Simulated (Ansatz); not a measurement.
`BSC(=C)Cl` + H₂ → BH₃ + `C=C(S)Cl` at 500 K and 1 bar (hydrogenolysis of a B–S bond).

Computed with Ansatz on PBE0-D4/def2-TZVP structures; ΔE is electronic, products minus reactants. CCSD(T)/CBS adds triple-zeta CCSD(T) − MP2 to the extrapolated MP2 energy (def2 sets, frozen cores). This one scheme is used for every species. Each species was taken in one conformer, which may not be the lowest.

```
    species  CCSD(T)/CBS energy (Eh)  H − E (kJ/mol)  S (J/(mol·K))
`BSC(=C)Cl`               -960.84027           188.9          394.5
         H₂                 -1.17544            41.0          145.5
        BH₃                -26.55200            86.8          208.8
 `C=C(S)Cl`               -935.43076           144.8          348.0
```

H − E and S are ideal-gas, rigid-rotor, harmonic terms from PBE0-D4/def2-TZVP, for one conformer and one mirror image of each species. The MP2-based limit puts H₂ 0.8 mEh under its directly extrapolated value; such offsets cancel only in part. 1 Eh = 2625.50 kJ/mol, R = 8.31446 J/(mol·K).

Task: By hand: ΔE, ΔH, ΔS and ΔG.

Result: ΔE = (-26.55200) + (-935.43076) − (-960.84027) − (-1.17544) = 0.03295 Eh = 86.5 kJ/mol. Δ(H − E) = 86.8 + 144.8 − 188.9 − 41.0 = 1.7, so ΔH = 88.2 kJ/mol. ΔS = 208.8 + 348.0 − 394.5 − 145.5 = 16.8 J/(mol·K). ΔG = 88.2 − 500 × (16.8)/1000 = 79.8 kJ/mol.

Task: By hand: the equilibrium constant, and the temperature at which ΔG would vanish if ΔH and ΔS stayed fixed.

Result: log₁₀ K = −ΔG/(RT ln 10) = -8.3. ΔG = 0 at ΔH/ΔS = 5250 K, far beyond where these terms or the molecules hold.

ΔH outweighs TΔS. A doubt of 5 kJ/mol in ΔE shifts log₁₀ K by 0.5 here. Other conformers and mirror images would add mixing entropy, several J/(mol·K) or more a flexible species. Modes under 60 cm⁻¹, often nearly free rotors, make the harmonic entropy too high. These are equilibria of isolated gas molecules and say nothing of rates. Largest T1 diagnostic: 0.014 (customary marks: 0.02 for closed shells, 0.045 for open ones).
